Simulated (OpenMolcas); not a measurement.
3s2 3p2 along the 14-electron sequence

```yaml
Program: OpenMolcas 26.06
Method: RASSCF
Basis: ANO-RCC-VQZP
Scalar_Hamiltonian: DKH2, point nucleus
Spin-orbit_coupling: RASSI with atomic mean-field integrals over the reference wave functions, term energies averaged over their components
```

Active space for each ion: 2 electrons in 9 orbitals (RAS2 3p; RAS3 3d 4s, at most 1 electron).

Computed levels in cm-1 above 3P0:

```csv
Level,P+,S2+,Cl3+,Ar4+
3P1,144,264,439,689
3P2,419,755,1233,1890
1D2,11611,14278,16893,19526
1S0,28330,34682,40737,46614
weight of 3P in the lowest level (%),100,100,100,100
```

Measured, with the error of the calculation in %. Measured levels: P+ from NIST Handbook of Basic Atomic Spectroscopic Data; S2+ from NIST levels in Podobedova, Kelleher and Wiese, J. Phys. Chem. Ref. Data 38, 171 (2009); Cl3+ from Moore, Atomic Energy Levels, vol. I, NSRDS-NBS 35 (1971 reprint of NBS Circular 467, 1949); Ar4+ from Saloman, J. Phys. Chem. Ref. Data 39, 033101 (2010).

```json
{"Level": "3P1", "P+": "165 (-12.5)", "S2+": "299 (-11.5)", "Cl3+": "491 (-10.5)", "Ar4+": "763 (-9.8)"}
{"Level": "3P2", "P+": "469 (-10.7)", "S2+": "833 (-9.3)", "Cl3+": "1341 (-8.1)", "Ar4+": "2029 (-6.9)"}
{"Level": "1D2", "P+": "8882 (+30.7)", "S2+": "11323 (+26.1)", "Cl3+": "13766 (+22.7)", "Ar4+": "16299 (+19.8)"}
{"Level": "1S0", "P+": "21576 (+31.3)", "S2+": "27161 (+27.7)", "Cl3+": "32550 (+25.2)", "Ar4+": "37912 (+23.0)"}
```

The fine-structure level 3P2 changes by a factor of 4.51 from P+ to Ar4+. Its fourth root runs 4.52, 5.24, 5.93, 6.59, with steps per unit of Z of 0.72, 0.68, 0.67; equal steps would mean a (Z - σ)^4 law with constant σ.

1D2 changes by a factor of 1.68 over the same range, with steps per unit of Z of +2670, +2620, +2630 cm-1.

With the s shell closed, the reference lacks s² → p² mixing. Without dynamic correlation excited terms often stand tens of per cent too high (terms of higher spin than the ground term too low), and those without a measured partner can miss by more than the paired ones (holds for P+). Computed and measured levels are paired by configuration, term and J; levels that our copy of the source lacks, or whose pairing is in doubt (as where it misses far off the trend of its configuration), stay unpaired and out of the deviations. Levels of configurations outside the active space are missing.
